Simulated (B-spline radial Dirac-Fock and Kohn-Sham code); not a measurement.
**Neutral palladium: differential elastic cross section for electrons at 14.2 keV**

These are calculated numbers from an atomic code on a B-spline grid; the model is relativistic (Dirac) partial waves in the static field of the Dirac-Fock atom with Furness-McCarthy exchange, without polarisation or absorption potentials.

Input of the calculation (task.json; shells as n, l, electrons):

```json
{"items": [{
  "Z": 46,
  "q": 0,
  "cfg": [[1, 0, 2], [2, 0, 2], [2, 1, 6], [3, 0, 2], [3, 1, 6], [3, 2, 10], [4, 0, 2], [4, 1, 6], [4, 2, 10]],
  "A": 106,
  "rrms": 4.5318,
  "do": "elastic",
  "energies": [[14200.0, 0]],
  "theta": [5, 10, 15, 20, 25, 30, 35, 40, 45, 50, 55, 60, 65, 70, 75, 80, 85, 90, 95, 100, 105, 110, 115, 120, 125, 130, 135, 140, 145, 150, 155, 160, 165, 170, 175]
}]}
```

Command: `python xray2_run.py task.json out`

| θ (°) | dσ/dΩ (a₀²/sr) | Sherman function |
| --- | --- | --- |
| 5 | 14.0 | 0.000 |
| 10 | 1.74 | 0.000 |
| 15 | 0.491 | 0.001 |
| 20 | 0.195 | 0.003 |
| 25 | 0.0974 | 0.005 |
| 30 | 0.0559 | 0.008 |
| 35 | 0.0347 | 0.011 |
| 40 | 0.0229 | 0.012 |
| 45 | 0.0159 | 0.011 |
| 50 | 0.0115 | 0.007 |
| 55 | 0.00863 | 0.001 |
| 60 | 0.00669 | -0.008 |
| 65 | 0.00533 | -0.018 |
| 70 | 0.00435 | -0.030 |
| 75 | 0.00362 | -0.043 |
| 80 | 0.00307 | -0.056 |
| 85 | 0.00264 | -0.069 |
| 90 | 0.00231 | -0.081 |
| 95 | 0.00204 | -0.091 |
| 100 | 0.00183 | -0.099 |
| 105 | 0.00166 | -0.106 |
| 110 | 0.00152 | -0.110 |
| 115 | 0.00140 | -0.112 |
| 120 | 0.00130 | -0.112 |
| 125 | 0.00122 | -0.109 |
| 130 | 0.00116 | -0.105 |
| 135 | 0.00110 | -0.099 |
| 140 | 0.00106 | -0.092 |
| 145 | 0.00102 | -0.083 |
| 150 | 0.000988 | -0.073 |
| 155 | 0.000963 | -0.062 |
| 160 | 0.000943 | -0.051 |
| 165 | 0.000928 | -0.039 |
| 170 | 0.000918 | -0.026 |
| 175 | 0.000911 | -0.013 |

The total elastic cross section is 1.70 a₀², the first transport cross section 0.0448 a₀² and the second, weighted with (3/2) sin²θ, 0.0914 a₀². The mean deflection is ⟨1 − cos θ⟩ = 0.0263, and 0.52 % of the collisions scatter beyond 90°.
